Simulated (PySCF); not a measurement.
SMILES COB(S)S (CH5BOS2), CAM-B3LYP/def2-SVP optimised geometry.

```
10

B      0.28     0.01     0.00
O     -0.37     1.19     0.00
C     -1.78     1.31     0.00
H     -2.22     0.83    -0.89
H     -2.22     0.85     0.90
H     -2.03     2.38    -0.01
S      2.10     0.01     0.00
H      2.22     1.36     0.00
S     -0.65    -1.56     0.00
H      0.42    -2.38     0.00
```

Density from CAM-B3LYP/def2-TZVP (PySCF) at that geometry.

Minimum of the electron density along straight lines between bonded atoms, close to the bond critical point (lines longer than 1.1 times the sum of covalent radii, or with two minima, are not listed):

```csv
bond,length / Å,ρ at the minimum / e bohr⁻³,∇²ρ there / e bohr⁻⁵,position (fraction from the first atom)
B1–O2,1.347,0.217,…,0.33
O2–C3,1.410,…,…,0.65
C3–H4,1.102,0.280,-0.98,0.65
C3–H5,1.102,0.280,-0.98,0.65
C3–H6,1.098,0.283,-1.01,0.65
B1–S7,1.818,0.158,-0.33,0.31
S7–H8,1.349,0.214,-0.62,0.65
B1–S9,1.827,0.154,-0.31,0.31
S9–H10,1.347,0.215,-0.63,0.64
```

**Question.** Some entries are withheld; supply them.

**Answer.** 
- B1–O2, ∇²ρ there / e bohr⁻⁵: 0.97
- O2–C3, ρ at the minimum / e bohr⁻³: 0.256
- O2–C3, ∇²ρ there / e bohr⁻⁵: -0.51
